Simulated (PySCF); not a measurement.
Species: hexanenitrile, C6H11N.
Bonds: C1–C2, C2–C3, C3–C4, C4–C5, C5–C6, C6–N7 (triple). Hydrogens: H8, H9, H10 on C1; H11, H12 on C2; H13, H14 on C3; H15, H16 on C4; H17, H18 on C5.

Computed with PBE0-D3(BJ)/def2-SVP geometry optimisation, gas phase in PySCF.

Entries marked ? are missing. Bonds in one row agree within 0.01 Å.

| coordinate | value |
| --- | --- |
| C1–C2 | ? |
| C2–C3 | ? |
| C3–C4 | 1.521 Å |
| C4–C5 | ? |
| C5–C6 | ? |
| C6≡N7 | 1.157 Å |
| C1–H8, C1–H9, C1–H10 | 1.101 Å |
| C2–H11, C2–H12 | 1.104 Å |
| C3–H13, C3–H14 | 1.105 Å |
| C4–H15, C4–H16 | 1.103 Å |
| C5–H17, C5–H18 | 1.102 Å |
| C1–C2–C3 | ? |
| C2–C3–C4 | ? |
| C3–C4–C5 | 113.8° |
| C4–C5–C6 | ? |
| C5–C6–N7 | 178.6° |

Task: Fill in the missing values.

Result: 
- C1–C2 = 1.520 Å, drawn single (methyl carbon to chain CH2 carbon); equal to the sum of covalent radii, 1.52 Å.
- C2–C3 = 1.523 Å, drawn single (both ends chain CH2 carbon); equal to the sum of covalent radii, 1.52 Å.
- C4–C5 = 1.531 Å, drawn single (chain CH2 carbon to sp3 carbon next to a nitrile); 0.01 Å above the sum of covalent radii, 1.52 Å.
- C5–C6 = 1.459 Å, drawn single (sp3 carbon next to a nitrile to nitrile carbon); 0.01 Å above the sum of covalent radii, 1.45 Å.
- C1–C2–C3 = 113.3°, at the chain CH2 carbon; the outer atoms are 2.541 Å apart.
- C2–C3–C4 = 113.3°, at the chain CH2 carbon; the outer atoms are 2.542 Å apart.
- C4–C5–C6 = 113.1°, at the sp3 carbon next to a nitrile; the outer atoms are 2.495 Å apart.

Radii are Cordero's, carbon taken as 0.76, 0.73 or 0.69 Å for four, three, and two or fewer neighbours.

Stationary, but not proved a minimum. The numbers are those of one conformer (C1–C2–C3–C4 180°, C2–C3–C4–C5 180°, C3–C4–C5–C6 -62°).

Rough CPU time on one thread of a shared machine: about 50 s. These figures are those of the optimisation.
